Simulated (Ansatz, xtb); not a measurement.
**C4H3N3: which of two isomers lies lower**

Structure X is `N#Cc1c[nH]cn1`, a singlet and structure Y is `N#Cc1ncc[nH]1`, a singlet. Both are isolated molecules in the gas phase, relaxed with r2SCAN-D4/def2-SVP.

Energies in hartree; the thermal terms are from GFN2-xTB frequencies at re-optimised GFN2-xTB minima (ideal gas, soft modes damped towards free rotors, one conformer each, 298.15 K, 1 atm) and include the zero-point energy:

|  | X | Y |
| --- | --- | --- |
| E, CCSD(T)/def2-SVP | −317.358508 | −317.353819 |
| E, MP2/def2-SVP | −317.294819 | −317.291421 |
| E, MP2/def2-TZVPP | −317.867516 | −317.864683 |
| zero-point energy | 0.067861 | 0.067810 |
| H(298 K) − E | 0.074300 | 0.074251 |
| G(298 K) − E | 0.038566 | 0.038516 |

**Question.** Correct the CCSD(T) difference for the basis set by the MP2 change, then work out ΔE, ΔE₀, ΔH and ΔG for X → Y in kJ/mol (1 Eh = 2625.50 kJ/mol) and the equilibrium ratio [Y]/[X].

**Answer.** 1. Differences Y − X: CCSD(T) +0.004689, MP2 in the small set +0.003398, MP2 in the large set +0.002833 Eh.
2. ΔE = +0.004689 + (+0.002833 − (+0.003398)) = +0.004124 Eh = +10.83 kJ/mol.
3. ΔE₀ = ΔE + ΔZPE = +0.004124 + (−0.000051) Eh = +10.69 kJ/mol.
4. ΔH = ΔE + (−0.000049) Eh = +10.70 kJ/mol.
5. ΔG = ΔE + (−0.000050) Eh = +10.70 kJ/mol, so ΔS = (ΔH − ΔG)/T = 0.0 J/(mol K).
6. kT = 0.9442 mEh, so K = [Y]/[X] = exp(−ΔG/kT) = exp(−4.31) ≈ 0.013.

Structure X is favoured at this temperature. An error of 4 kJ/mol in ΔG would change K by a factor of 5. Mirror images and further conformers aren't counted.

As drawn, both hold the same kinds of bond in the same numbers.

Other levels gave ΔE = +4.3 (GFN2-xTB); +12.3 (HF/STO-3G, GFN2-xTB geometries); +6.8 (r2SCAN-D4/def2-SVP//GFN2-xTB); +7.2 (r2SCAN-D4/def2-SVP); +18.0 (HF/def2-SVP); +8.9 (MP2/def2-SVP); +12.3 (CCSD(T)/def2-SVP) kJ/mol. The correlated steps freeze 7 core orbitals. Programs: Ansatz 0.2.0, xtb 6.7.1.
